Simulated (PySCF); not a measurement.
A survey of 31P NMR shifts

[PySCF 2.14: shieldings: GIAO PBE0/pcSseg-1; GFN2-xTB structure; rapidly exchanging positions averaged; no relativistic terms; gas phase; a single conformation]

Shieldings were converted by a linear fit to measured shifts: 31P (scatter 18.1 ppm rms vs H3PO4, solution or neat liquid). A few per cent of atoms miss by over 2 rms, more outside the fitted compound classes.

(1) Give the 31P shifts of `C[P@@H](=O)CPC1CCC1`, `C=C(C)[P@](=O)(CC)CP`, `C=Cc1ccpc(C(F)(F)F)p1`, `COCP1CCPCC1`.

(2) Match the shifts 199.9, 39.6, -133.6 ppm to `C[P@](=S)(C1CC1)C(F)(F)F`, `Cc1cc([SiH3])ccp1`, `[SiH3]Pc1ccccc1`.

Answers

(1) 
| compound | environment | δ (ppm) |
| --- | --- | --- |
| [CH3:1][P@@H:2](=[O:3])[CH2:4][PH:5][CH:6]1[CH2:7][CH2:8][CH2:9]1 | P2: phosphorus bonded to 2 C, O, H | -2.0 |
| [CH3:1][P@@H:2](=[O:3])[CH2:4][PH:5][CH:6]1[CH2:7][CH2:8][CH2:9]1 | P5: phosphorus bonded to 2 C, H | -51.4 |
| [CH2:1]=[C:2]([CH3:3])[P@:4](=[O:5])([CH2:6][CH3:7])[CH2:8][PH2:9] | P4: phosphorus bonded to 3 C, O | 16.8 |
| [CH2:1]=[C:2]([CH3:3])[P@:4](=[O:5])([CH2:6][CH3:7])[CH2:8][PH2:9] | P9: phosphorus bonded to C, 2 H | -165.3 |
| [CH2:1]=[CH:2][c:3]1[cH:4][cH:5][p:6][c:7]([C:8]([F:9])([F:10])[F:11])[p:12]1 | P12: phosphorus bonded to 2 C, in a 6-membered ring | 236.8 |
| [CH2:1]=[CH:2][c:3]1[cH:4][cH:5][p:6][c:7]([C:8]([F:9])([F:10])[F:11])[p:12]1 | P6: phosphorus bonded to 2 C, in a 6-membered ring | 229.5 |
| [CH3:1][O:2][CH2:3][P:4]1[CH2:5][CH2:6][PH:7][CH2:8][CH2:9]1 | P4: phosphorus bonded to 3 C, in a 6-membered ring | -37.7 |
| [CH3:1][O:2][CH2:3][P:4]1[CH2:5][CH2:6][PH:7][CH2:8][CH2:9]1 | P7: phosphorus bonded to 2 C, H, in a 6-membered ring | -53.1 |

(2) 199.9: Cc1cc([SiH3])ccp1 (phosphorus bonded to 2 C, in a 6-membered ring); 39.6: C[P@](=S)(C1CC1)C(F)(F)F (phosphorus bonded to 3 C, S); -133.6: [SiH3]Pc1ccccc1 (phosphorus bonded to C, Si, H).
